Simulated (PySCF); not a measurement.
## Pb(OH)4 at several levels of theory

Computed with PySCF 2.14.0 (density fitting, no spin-orbit coupling) at the geometry relaxed with BP86:

```xyz
9
Pb(OH)4 (singlet)
Pb    0.0511    0.4006    0.0044
O     0.0489   -1.1320    1.4733
H    -0.4672   -0.7636    2.2235
O     0.2854   -0.5809   -1.8623
H    -0.1203   -1.4676   -1.7415
O     1.6012    1.8468    0.0905
H     2.3451    1.4624   -0.4231
O    -1.7524    1.4793    0.3017
H    -1.5794    2.3730   -0.0665
```

```json
{"level": "BP86", "basis": "Pb def2-SVP with ECP60, O def2-SVP, H def2-SVP", "state": "singlet", "HOMO (eV)": "-6.93", "gap (eV)": "2.61", "charge on Pb1 (e)": "0.86", "dipole about the centre of mass (D)": "0.04", "largest force component (eV/Å)": "0.02"}
{"level": "TPSS", "basis": "the same", "state": "singlet", "HOMO (eV)": "-6.96", "gap (eV)": "2.83", "charge on Pb1 (e)": "0.93", "dipole about the centre of mass (D)": "0.04", "largest force component (eV/Å)": "0.13"}
{"level": "TPSSh", "basis": "the same", "state": "singlet", "HOMO (eV)": "-7.71", "gap (eV)": "3.83", "charge on Pb1 (e)": "1.00", "dipole about the centre of mass (D)": "0.04", "largest force component (eV/Å)": "0.43"}
{"level": "M06-L", "basis": "the same", "state": "singlet", "HOMO (eV)": "-7.24", "gap (eV)": "3.12", "charge on Pb1 (e)": "1.19", "dipole about the centre of mass (D)": "0.04", "largest force component (eV/Å)": "0.59"}
{"level": "BP86", "basis": "Pb def2-TZVP with ECP60, O def2-TZVP, H def2-TZVP", "state": "singlet", "HOMO (eV)": "-7.44", "gap (eV)": "2.69", "charge on Pb1 (e)": "1.12", "dipole about the centre of mass (D)": "0.04", "largest force component (eV/Å)": "0.36"}
{"level": "BP86", "basis": "Pb x2c-SVPall, O x2c-SVPall, H x2c-SVPall", "state": "singlet", "HOMO (eV)": "-6.92", "gap (eV)": "2.57", "charge on Pb1 (e)": "0.92", "dipole about the centre of mass (D)": "0.04", "largest force component (eV/Å)": "0.22"}
```

Charges are Mulliken's, which hang on the basis. The relaxation used the grid (50, 194), these runs (75, 302) or, all-electron (x2c bases, spin-free X2C Hamiltonian), (99, 590).

What does HF with Pb def2-SVP with ECP60, O def2-SVP, H def2-SVP give here?

state singlet, HOMO (eV) -12.69, gap (eV) 12.67, charge on Pb1 (e) 1.55, dipole about the centre of mass (D) 0.06, largest force component (eV/Å) 2.11. Time: 2.2 s on 2 threads of Arm Neoverse V1 (shared host), from an already converged density.

In the first row's basis the gap widens with exact exchange: 2.6 to 3.1 eV for BP86, TPSS, M06-L (none); 3.8 eV for TPSSh (a fixed share); 12.7 eV for Hartree–Fock (rising or full at long range).
